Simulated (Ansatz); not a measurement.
## A reaction path, image by image

GeH₂O, singlet, from a complex of GeO + H₂ to GeH₂O ([OH][GeH]); PBE0-D4/def2-SVP (Ansatz 0.2.0). Settings:

```yaml
hamiltonian: {xc: pbe0, dispersion: d4}
neb:
  images: 5
  climbing: true
  max_iterations: 40
  initial_path: idpp
```

First end:

```
4
angstrom
H -1.3082 -0.1058 -0.5657
O 1.0508 -0.2365 0.2358
Ge 2.2787 0.3662 1.1091
H -2.0212 -0.0239 -0.7791
```

Second end:

```xyz
4
angstrom
H -0.3197 -0.9493 -0.7662
O 0.5370 -0.8170 -0.3529
Ge 0.6524 0.6370 0.6794
H -0.8697 1.1293 0.4397
```

The ends were relaxed with PBE0-D4 in triple zeta, so they are not quite minima here (largest force components 0.52 and 0.18 eV/Å).

Energies along the converged band: It took 13 iterations. Path lengths are measured after rigid turns and shifts between images are taken out.
| image | path length (Å) | energy (kJ/mol) |
| --- | --- | --- |
| 0 | 0.00 | 0.0 |
| 1 | 0.67 | 1.2 |
| 2 | 1.35 | 5.1 |
| 3 | 2.02 | 30.1 |
| 4 (climbing) | 2.69 | 132.2 |
| 5 | 3.29 | -26.8 |
| 6 | 3.89 | -69.1 |
Energies count from the first end.

The images between the ends:
Image 1:
```xyz
4
angstrom
H -1.1642 -0.1161 -0.5184
O 1.1555 -0.5620 0.0539
Ge 1.8750 0.5023 1.0492
H -1.8662 0.1759 -0.5847
```

Image 2:
```xyz
4
angstrom
H -1.0892 -0.1203 -0.4929
O 1.3523 -0.7874 -0.0251
Ge 1.4062 0.5460 0.9020
H -1.6692 0.3617 -0.3840
```

Image 3:
```xyz
4
angstrom
H -0.8333 -0.1197 -0.3959
O 1.1201 -0.8414 -0.1495
Ge 1.0344 0.5205 0.7443
H -1.3211 0.4406 -0.1989
```

Image 4:
```xyz
4
angstrom
H -0.4964 -0.2139 -0.3328
O 0.7259 -0.8655 -0.3147
Ge 0.8050 0.5305 0.6646
H -1.0343 0.5489 -0.0171
```

Image 5:
```xyz
4
angstrom
H -0.3459 -0.5863 -0.5292
O 0.5832 -0.8303 -0.3446
Ge 0.6804 0.6299 0.6852
H -0.9176 0.7867 0.1887
```

The band counts as converged below 0.05 eV/Å. Hardware: 2 CPU threads of an Arm Neoverse V1, shared host. Wall time about 55 s.
